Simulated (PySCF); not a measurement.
**Gallium: a sound run and one with changed settings**

Sound run: Ga⁺ [Ar] 3d10 4s2, Ga²⁺ [Ar] 3d10 4s1. All numbers are calculated (PySCF 2.14, scalar relativity through the core potential, in aug-cc-pVDZ-PP with ECP10MDF (5s4p3d, 32 functions)). The sound run starts from symmetry-adapted Hartree-Fock orbitals and uses a fine grid where one is needed.

A second run was set up differently.

| species | method | sound run (hartree) | changed run (hartree) | converged |
| --- | --- | --- | --- | --- |
| Ga⁺ | UHF | -258.08833 | -258.08833 | yes |
| Ga⁺ | M06-2X | -259.35296 | -259.35060 | yes |
| Ga⁺ | MN15 | -259.56838 | -259.56464 | yes |
| Ga²⁺ | UHF | -257.39886 | -257.39886 | yes |
| Ga²⁺ | M06-2X | -258.60484 | -258.60385 | yes |
| Ga²⁺ | MN15 | -258.82652 | -258.82268 | yes |

Ionisation energy of Ga⁺:

```
method  sound run (eV)  changed run (eV)
   UHF          18.762            18.762
M06-2X          20.357            20.320
  MN15          20.187            20.190
```

Question: What was changed?
A. all electrons correlated in a valence basis
B. too few SCF iterations
C. radial grid too coarse
D. minimal basis

Answer: C. It used radial step 0.3 in ln r (0.13 in the sound run). A coarse radial grid mis-integrates the density and the exchange-correlation energy, with errors of either sign; Hartree-Fock needs no grid.
